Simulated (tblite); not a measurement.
Species: C₁₅H₉F₃.
Numbering: `[F:1][C:2]([F:3])([F:4])[c:5]1[cH:6][cH:7][c:8]2[c:9]([cH:10][cH:11][c:12]3[cH:13][cH:14][cH:15][cH:16][c:17]23)[cH:18]1` (hydrogens: H19 on C6; H20 on C7; H21 on C10; H22 on C11; H23 on C13; H24 on C14; H25 on C15; H26 on C16; H27 on C18)

Computed with GFN2-xTB (tblite), gas phase: L-BFGS steps from a force-field or distance-geometry start until the largest atomic force falls under 0.01 eV/Å.

Step 13: E = -1385.7242 eV
```
atom  x, y, z in Å  |  force x, y, z in eV/Å
F1      4.9708   -0.4713    1.0551    0.012  -0.008   0.024
C2      4.3908   -0.0142   -0.0675    0.078   0.018   0.012
F3      4.8903   -0.7675   -1.0690    0.005   0.010  -0.047
F4      4.8689    1.2246   -0.2554    0.000   0.048  -0.063
C5      2.8960   -0.0692   -0.0049   -0.005  -0.004   0.017
C6      2.3029   -1.1058    0.7204   -0.022  -0.045   0.020
C7      0.9378   -1.1837    0.7994   -0.012  -0.031   0.034
C8      0.1089   -0.2478    0.1628    0.003   0.005   0.010
C9      0.7198    0.7891   -0.5818   -0.034   0.034  -0.013
C10    -0.0940    1.7560   -1.2408   -0.011   0.036  -0.019
C11    -1.4440    1.7003   -1.1652    0.007   0.001  -0.006
C12    -2.0986    0.6733   -0.4256    0.022   0.000  -0.008
C13    -3.4991    0.6156   -0.3510   -0.013   0.015  -0.018
C14    -4.1303   -0.3746    0.3566   -0.035   0.011   0.002
C15    -3.3765   -1.3416    1.0212    0.013   0.016  -0.009
C16    -2.0064   -1.3015    0.9637    0.023  -0.045   0.021
C17    -1.3288   -0.3059    0.2437   -0.001  -0.015   0.005
C18     2.1197    0.8596   -0.6549   -0.010   0.023  -0.018
H19     2.9286   -1.8315    1.2144   -0.004  -0.028   0.037
H20     0.5019   -1.9830    1.3738    0.026  -0.045   0.008
H21     0.3956    2.5403   -1.8009    0.002  -0.030   0.012
H22    -2.0590    2.4361   -1.6664    0.042  -0.029   0.022
H23    -4.0787    1.3673   -0.8656   -0.003   0.034  -0.024
H24    -5.2075   -0.4081    0.4027   -0.046   0.000   0.002
H25    -3.8676   -2.1236    1.5820   -0.018   0.032  -0.020
H26    -1.4461   -2.0585    1.4857   -0.009  -0.047   0.032
H27     2.5850    1.6521   -1.2204   -0.009   0.046  -0.013
```

Step 14: E = -1385.7253 eV
```
atom  x, y, z in Å  |  force x, y, z in eV/Å
F1      4.9741   -0.4704    1.0542    0.000   0.008   0.016
C2      4.3925   -0.0128   -0.0676    0.064   0.004  -0.002
F3      4.8920   -0.7656   -1.0697   -0.001   0.000  -0.048
F4      4.8711    1.2258   -0.2586   -0.022   0.033  -0.040
C5      2.8963   -0.0700   -0.0049    0.021   0.016   0.028
C6      2.3023   -1.1064    0.7213    0.022  -0.017   0.000
C7      0.9376   -1.1839    0.8004   -0.008  -0.026   0.017
C8      0.1090   -0.2483    0.1632    0.002   0.014   0.009
C9      0.7207    0.7887   -0.5806   -0.038   0.036  -0.025
C10    -0.0936    1.7546   -1.2401   -0.015   0.037  -0.016
C11    -1.4433    1.6994   -1.1651   -0.016  -0.007   0.005
C12    -2.0992    0.6730   -0.4257    0.004  -0.009  -0.004
C13    -3.5009    0.6168   -0.3524   -0.006  -0.001   0.000
C14    -4.1320   -0.3735    0.3564   -0.006   0.013  -0.008
C15    -3.3761   -1.3405    1.0204   -0.020   0.020  -0.010
C16    -2.0057   -1.3026    0.9642   -0.012  -0.030   0.011
C17    -1.3287   -0.3064    0.2437   -0.012  -0.017   0.007
C18     2.1205    0.8602   -0.6545    0.001   0.003  -0.007
H19     2.9271   -1.8326    1.2158    0.001  -0.023   0.034
H20     0.5038   -1.9844    1.3731    0.003  -0.060   0.025
H21     0.3940    2.5389   -1.8004    0.023  -0.013   0.001
H22    -2.0579    2.4357   -1.6656    0.040  -0.025   0.015
H23    -4.0820    1.3688   -0.8666    0.025   0.016  -0.013
H24    -5.2099   -0.4080    0.4028   -0.015   0.000   0.003
H25    -3.8691   -2.1218    1.5808   -0.011   0.030  -0.018
H26    -1.4484   -2.0613    1.4876   -0.004  -0.029   0.019
H27     2.5859    1.6532   -1.2203   -0.019   0.029  -0.001
```

Step 15: E = -1385.7261 eV
```
atom  x, y, z in Å  |  force x, y, z in eV/Å
F1      4.9765   -0.4697    1.0539   -0.001   0.022  -0.002
C2      4.3947   -0.0118   -0.0678    0.022  -0.002  -0.015
F3      4.8932   -0.7643   -1.0711   -0.004   0.001  -0.032
F4      4.8723    1.2273   -0.2615   -0.029   0.012  -0.020
C5      2.8969   -0.0701   -0.0044    0.035   0.021   0.029
C6      2.3022   -1.1072    0.7219    0.032   0.006  -0.010
C7      0.9372   -1.1845    0.8014    0.013  -0.016   0.001
C8      0.1090   -0.2484    0.1638   -0.004   0.011   0.010
C9      0.7207    0.7890   -0.5801   -0.012   0.016  -0.016
C10    -0.0936    1.7541   -1.2398   -0.014   0.021  -0.005
C11    -1.4431    1.6985   -1.1648   -0.019  -0.016   0.014
C12    -2.0997    0.6726   -0.4258   -0.003  -0.020   0.005
C13    -3.5021    0.6175   -0.3533   -0.002   0.004   0.000
C14    -4.1332   -0.3724    0.3561    0.000   0.004  -0.007
C15    -3.3759   -1.3393    1.0196   -0.043   0.016  -0.007
C16    -2.0054   -1.3038    0.9647   -0.023  -0.017   0.004
C17    -1.3288   -0.3071    0.2439   -0.013  -0.012   0.005
C18     2.1211    0.8606   -0.6543   -0.001  -0.007   0.003
H19     2.9260   -1.8338    1.2175    0.004  -0.015   0.025
H20     0.5052   -1.9866    1.3731   -0.008  -0.053   0.026
H21     0.3933    2.5378   -1.8001    0.036   0.007  -0.012
H22    -2.0564    2.4350   -1.6648    0.020  -0.009   0.002
H23    -4.0838    1.3701   -0.8676    0.044   0.000  -0.003
H24    -5.2117   -0.4079    0.4030    0.011   0.002   0.003
H25    -3.8703   -2.1199    1.5796   -0.011   0.024  -0.013
H26    -1.4501   -2.0639    1.4893   -0.008  -0.010   0.005
H27     2.5861    1.6546   -1.2202   -0.025   0.011   0.011
```

**Question.** Estimate the geometry and energy of step 16. (The exact step hangs on the optimiser's Hessian estimate; all steps are aligned on step 15, rigid shifts and turns removed.)

**Answer.** E = -1385.7266 eV, largest force 0.047 eV/Å
```
atom  x, y, z in Å  |  force x, y, z in eV/Å
F1      4.9780   -0.4687    1.0538    0.006   0.030  -0.018
C2      4.3966   -0.0111   -0.0683   -0.015  -0.001  -0.022
F3      4.8939   -0.7634   -1.0727   -0.004   0.004  -0.014
F4      4.8726    1.2286   -0.2639   -0.025  -0.002  -0.008
C5      2.8978   -0.0697   -0.0036    0.021   0.017   0.021
C6      2.3025   -1.1076    0.7222    0.036   0.016  -0.008
C7      0.9373   -1.1852    0.8021    0.011  -0.009  -0.007
C8      0.1090   -0.2484    0.1644    0.001  -0.001   0.011
C9      0.7205    0.7894   -0.5800    0.000  -0.009   0.003
C10    -0.0940    1.7542   -1.2397    0.000   0.003   0.005
C11    -1.4432    1.6975   -1.1644   -0.010  -0.013   0.013
C12    -2.1001    0.6719   -0.4258   -0.010  -0.022   0.009
C13    -3.5029    0.6182   -0.3540    0.009  -0.004   0.006
C14    -4.1340   -0.3715    0.3557    0.005   0.006  -0.010
C15    -3.3765   -1.3382    1.0190   -0.030   0.008  -0.004
C16    -2.0056   -1.3049    0.9652   -0.035  -0.001  -0.005
C17    -1.3291   -0.3079    0.2442   -0.005  -0.014   0.009
C18     2.1213    0.8608   -0.6541    0.004  -0.013   0.012
H19     2.9253   -1.8349    1.2191    0.004  -0.002   0.013
H20     0.5061   -1.9890    1.3734   -0.003  -0.029   0.011
H21     0.3934    2.5371   -1.8001    0.034   0.017  -0.017
H22    -2.0551    2.4343   -1.6642   -0.001   0.004  -0.008
H23    -4.0841    1.3711   -0.8683    0.047  -0.001  -0.003
H24    -5.2126   -0.4078    0.4032    0.016   0.005   0.002
H25    -3.8714   -2.1182    1.5785   -0.019   0.011  -0.004
H26    -1.4515   -2.0659    1.4906   -0.013   0.002  -0.004
H27     2.5858    1.6557   -1.2199   -0.027  -0.002   0.018
```

The energy changes by -0.0005 eV. The first-order estimate −F·Δx gives -0.0007 eV and the mean of the old and new forces, exact on a quadratic surface, -0.0005 eV. The step makes an angle of 54° with the force vector and moves no atom by more than 0.003 Å.

What follows is the cost of the whole relaxation. The run took 0.54 s wall on an Arm Neoverse V1 with one thread (shared host).
